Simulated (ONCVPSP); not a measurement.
# What one change does to a pseudopotential (Cr, ONCV)

ONCVPSP 4.0.1 input, shortened (lines: element, Z, core and valence counts, functional; n l f; lmax; l rc ep ncon nbas qcut; lloc lpopt rc5 dvloc0; l nproj debl; icmod fcfact rcfact), PBE, scalar-relativistic:

```
  Cr 24.00    5    2        4      upf
    1    0    2.00
    2    0    2.00
    2    1    6.00
    3    0    2.00
    3    1    6.00
    3    2    5.00
    4    1    1.00
    2
    0    2.80    0.41    4    7    2.10
    1    3.50    0.00    4    8    2.40
    2    1.30    0.00    5    9   11.20
    4    5    0.80    0.00
    0    1    2.90
    1    1    1.80
    2    1    0.60
    2    0.65    1.15
```

In the s channel the program set the typed energies aside and used 0.050 Ha.

All-electron outer shells of the reference configuration (PBE, scalar-relativistic, ld1.x):

```json
{"shell": "3p", "level (eV)": "-46.86", "outermost node (bohr)": "0.33", "outermost maximum (bohr)": "0.80"}
{"shell": "3d", "level (eV)": "-4.27", "outermost node (bohr)": "–", "outermost maximum (bohr)": "0.84"}
{"shell": "4p", "level (eV)": "-1.73", "outermost node (bohr)": "1.24", "outermost maximum (bohr)": "3.80"}
```

Change: d: qcut 12.2.

Cutoffs: the cutoffs (Ha) at which the residual kinetic energy of the hardest occupied pseudo-wave falls to 1 and 0.1 mHa per electron; they do not see the model core or the augmentation charge, which bear on the density cutoff. Errors are all-electron minus pseudo energies relative to the spin-unpolarised reference configuration.

Task: How do hardness, ghosts and transferability respond?

Result: The potential gets harder (53 Ha and 61 Ha → 58 Ha and 66 Ha); both files keep a bound ghost (p, s); the errors of the 3 common tests hardly move. The waves are optimised to have the least kinetic energy above qcut, so the cutoff follows it (qcut²/2 in Ha).

| quantity | base | changed |
| --- | --- | --- |
| cutoff, loose | 53 Ha | 58 Ha |
| cutoff, tight | 61 Ha | 66 Ha |
| loose cutoff by channel | p 0.9 Ha, d 53 Ha | p 0.9 Ha, d 58 Ha |
| bound ghosts | s, p | s, p |
| GHOST(+) flags under 300 eV | none | none |
| tests with a reliable result | 3 of 4 | 3 of 4 |
| error for 3d5 4s1 4p0, meV [ΔE -3.12 eV] | +37 | +37 |
| error for 3d5 4p0, meV [ΔE 3.78 eV] | -1.3 | -1.3 |
| error for 3d4 4s1 4p1, meV [ΔE 0.38 eV] | -100 | -100 |
| s: phases at 2.83 bohr within 0.05 rad from the reference energy up to (Ha; the scan ends near 5) | 0.7 | 0.7 |
| p: phases at 3.56 bohr within 0.05 rad from the reference energy up to (Ha; the scan ends near 5) | 0.7 | 0.7 |
| d: phases at 1.32 bohr within 0.05 rad from the reference energy up to (Ha; the scan ends near 5) | 3.1 | 3.2 |
| rms error of d²Exc/dni dnj with the model core, mHa | 4.02 | 4.02 |

 A true bound ghost makes a file unfit for plane-wave use even where its test errors are small: the radial tests pick states by their node count and pass the ghost by.
